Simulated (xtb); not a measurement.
BrPb (SMILES [Br][Pb]), doublet, at a GFN2-xTB geometry (such geometries of metal compounds can be far from the true shape) (the spin is typed, not shown lowest); GFN0-xTB (xtb).

Input for xtb:
```
$ xtb mol.xyz --gfn 0 --uhf 1 --ohess --json

# file mol.xyz
2

Pb    -0.00000000    -0.00000000    -0.78589737
Br     0.00000000     0.00000000     1.84124527
```

It wrote (shortened):

```
   ID    Z sym.   atoms
    1   82 Pb     1
    2   35 Br     2

           -------------------------------------------------
          |                Calculation Setup                |
           -------------------------------------------------

           -------------------------------------------------
          |                 G F N 0 - x T B                 |
           -------------------------------------------------

          ...................................................
          :                      SETUP                      :
          :.................................................:
          :  # basis functions                  14          :
          :  # atomic orbitals                  13          :
          :  # shells                            5          :
          :  # electrons                        11          :
          :  electronic temp.          300.0000000     K    :
          :  accuracy                    1.0000000          :
          :  -> integral cutoff          0.2500000E+02      :
          :  -> integral neglect         0.1000000E-07      :
          ...................................................

         :::::::::::::::::::::::::::::::::::::::::::::::::::::
         ::                     SUMMARY                     ::
         :::::::::::::::::::::::::::::::::::::::::::::::::::::
         :: total energy              -6.024305488250 Eh    ::
         :: gradient norm              0.022925504101 Eh/a0 ::
         :: HOMO-LUMO gap              0.000000000000 eV    ::
         ::.................................................::
         :: H0 energy                 -5.993815698412 Eh    ::
         :: repulsion energy           0.001647372501 Eh    ::
         :: electrostat energy        -0.031907567213 Eh    ::
         :: -> Gsolv                   0.000000000000 Eh    ::
         ::    -> Gsasa                0.000000000000 Eh    ::
         ::    -> Gshift               0.000000000000 Eh    ::
         :: dispersion energy         -0.000229595126 Eh    ::
         :: short-range corr.          0.000000000000 Eh    ::
         :: add. restraining           0.000000000000 Eh    ::
         :: total charge               0.000000000000 e     ::
         :::::::::::::::::::::::::::::::::::::::::::::::::::::

      -----------------------------------------------------------
     |                   =====================                   |
     |                        A N C O P T                        |
     |                   =====================                   |
     |               Approximate Normal Coordinate               |
     |                Rational Function Optimizer                |
      -----------------------------------------------------------
      -----------------------------------------------------------
     |                   =====================                   |
     |                        A N C O P T                        |
     |                   =====================                   |
     |               Approximate Normal Coordinate               |
     |                Rational Function Optimizer                |
      -----------------------------------------------------------

          ...................................................
          :                      SETUP                      :
          :.................................................:
          :   optimization level            normal          :
          :   max. optcycles                   200          :
          :   ANC micro-cycles                  20          :
          :   degrees of freedom                 1          :
          :.................................................:
          :   RF solver                   davidson          :
          :   write xtbopt.log                true          :
          :   linear (good luck)              true          :
          :   energy convergence         0.5000000E-05 Eh   :
          :   grad. convergence          0.1000000E-02 Eh/α :
          :   maxmium RF displ.          1.0000000          :
          :   Hlow (freq-cutoff)         0.1000000E-01      :
          :   Hmax (freq-cutoff)         5.0000000          :
          :   S6 in model hess.         20.0000000          :
          ...................................................

generating ANC from exact Hessian ...
Using Lindh-Hessian (1995)
 Shifting diagonal of input Hessian by    0.0000000000000000
 Lowest  eigenvalues of input Hessian
    0.000000    0.000000    0.000000    0.000000    0.000000    0.021485
 Highest eigenvalues
    0.000000    0.000000    0.000000    0.000000    0.000000    0.021485

........................................................................
.............................. CYCLE    1 ..............................
........................................................................
 * total energy  :    -6.0243055 Eh     change        0.0000000E+00 Eh
   gradient norm :     0.0229255 Eh/α   predicted     0.0000000E+00 (   0.00%)
   displ. norm   :     0.6357576 α      lambda       -0.1457507E-01
   maximum displ.:     0.6357576 α      in ANC's #1, #1, #1, ...

........................................................................
.............................. CYCLE    2 ..............................
........................................................................
 * total energy  :    -5.9604574 Eh     change        0.6384811E-01 Eh
   gradient norm :     0.3877950 Eh/α   predicted    -0.1023306E-01 (-116.03%)
   displ. norm   :     0.4685103 α      lambda       -0.1816860E+00
   maximum displ.:     0.4685103 α      in ANC's #1, #1, #1, ...

........................................................................
.............................. CYCLE    3 ..............................
........................................................................
 * total energy  :    -6.0257356 Eh     change       -0.6527818E-01 Eh
[...]
 * total energy  :    -6.0258255 Eh     change       -0.8989672E-04 Eh
 * total energy  :    -6.0259081 Eh     change       -0.8269537E-04 Eh
 * total energy  :    -6.0259085 Eh     change       -0.3444273E-06 Eh
   *** GEOMETRY OPTIMIZATION CONVERGED AFTER 6 ITERATIONS ***
         :: total energy              -6.025908491953 Eh    ::
[...]
         4        2.0000           -0.4350236             -11.8376
         5        2.0000           -0.4350236             -11.8376
         6        0.5000           -0.2942835              -8.0079 (HOMO)
         7        0.5000           -0.2942835              -8.0079 (LUMO)
         8                         -0.1220116              -3.3201
         9                         -0.0462162              -1.2576
        10                         -0.0462162              -1.2576
        11                         -0.0057545              -0.1566
        12                         -0.0057545              -0.1566
        13                          0.1878908               5.1128
      -------------------------------------------------------------
                  HL-Gap            0.0000000 Eh            0.0000 eV
             Fermi-level            0.0000000 Eh            0.0000 eV

     #   Z          covCN         q      C6AA      α(0)
     1  82 Pb       0.883     0.306   598.347    53.301
     2  35 Br       0.883    -0.306   189.027    22.182

 Mol. C6AA /au·bohr⁶  :       1441.616301
 Mol. C8AA /au·bohr⁸  :     172137.532802
 Mol. α(0) /au        :         75.482505

Wiberg/Mayer (AO) data.
largest (>0.10) Wiberg bond orders for each atom

 ---------------------------------------------------------------------------
     #   Z sym  total        # sym  WBO       # sym  WBO       # sym  WBO
 ---------------------------------------------------------------------------
     1  82 Pb   1.399 --     2 Br   1.399
     2  35 Br   1.399 --     1 Pb   1.399
 ---------------------------------------------------------------------------

Topologies differ in total number of bonds
Writing topology from bond orders to xtbtopo.mol

 dipole moment from electron density (au)
     X       Y       Z
  -0.0000  -0.0000  -1.5401  total (Debye):    3.915

           -------------------------------------------------
          |               Frequency Printout                |
           -------------------------------------------------
 vibrational frequencies (cm⁻¹)
eigval :        0.00     0.00     0.00     0.00     0.00   227.16
Molecule has the following symmetry elements: (Cinf) (sigma)
It seems to be the Cinfv point group
 reduced masses (amu)
   1:171.79   2:171.79   3:171.79   4:115.33   5:115.33   6:115.33
 IR intensities (km·mol⁻¹)
   1:  0.00   2:  0.00   3:  0.00   4:  1.58   5:  1.58   6:  0.66
 Raman intensities (Ä⁴*amu⁻¹)
   1:  0.00   2:  0.00   3:  0.00   4:  0.00   5:  0.00   6:  0.00
 output can be read by thermo (or use thermo option).
 writing <g98.out> molden fake output.
 recommended (thermochemical) frequency scaling factor: 1.0
           -------------------------------------------------
          |             Thermodynamic Functions             |
           -------------------------------------------------

cin symmetry found (for desy threshold:  0.10E+00) used in thermo

          ...................................................
          :                      SETUP                      :
          :.................................................:
          :  # frequencies                           1      :
          :  # imaginary freq.                       0      :
          :  linear?                              true      :
          :  only rotor calc.                    false      :
          :  symmetry                              cin      :
          :  rotational number                       1      :
          :  scaling factor                  1.0000000      :
          :  rotor cutoff                   50.0000000 cm⁻¹ :
          :  imag. cutoff                  -20.0000000 cm⁻¹ :
          :.................................................:

    mode    ω/cm⁻¹     T·S(HO)/kcal·mol⁻¹    T·S(FR)/kcal·mol⁻¹   T·S(vib)
   ------------------------------------------------------------------------
       1    227.16    -0.56686 ( 99.77%)    -0.60806 (  0.23%)    -0.56696
   ------------------------------------------------------------------------

   temp. (K)  partition function   enthalpy   heat capacity  entropy
                                   cal/mol     cal/K/mol   cal/K/mol   J/K/mol
 298.15  VIB   1.50                  325.925      1.798      1.902
         ROT  0.454E+04              592.502      1.987     18.722
         INT  0.682E+04              918.427      3.785     20.624
         TR   0.471E+28             1481.254      4.968     42.842
         TOT                        2399.6808     8.7532    63.4662   265.5424

       T/K    H(0)-H(T)+PV         H(T)/Eh          T*S/Eh         G(T)/Eh
   ------------------------------------------------------------------------
    298.15    0.382413E-02    0.434165E-02    0.301548E-01   -0.258132E-01
   ------------------------------------------------------------------------

         :::::::::::::::::::::::::::::::::::::::::::::::::::::
         ::                  THERMODYNAMIC                  ::
         :::::::::::::::::::::::::::::::::::::::::::::::::::::
         :: total free energy          -6.051721663275 Eh   ::
         ::.................................................::
         :: total energy               -6.025908491953 Eh   ::
         :: zero point energy           0.000517513913 Eh   ::
         :: G(RRHO) w/o ZPVE           -0.026330685235 Eh   ::
         :: G(RRHO) contrib.           -0.025813171322 Eh   ::
         :::::::::::::::::::::::::::::::::::::::::::::::::::::

optimized geometry written to: xtbopt.xyz

           -------------------------------------------------
          | TOTAL ENERGY               -6.025908491953 Eh   |
          | TOTAL ENTHALPY             -6.021566843250 Eh   |
          | TOTAL FREE ENERGY          -6.051721663275 Eh   |
          | GRADIENT NORM               0.000183761951 Eh/α |
          | HOMO-LUMO GAP               0.000000000000 eV   |
           -------------------------------------------------

normal termination of xtb
```
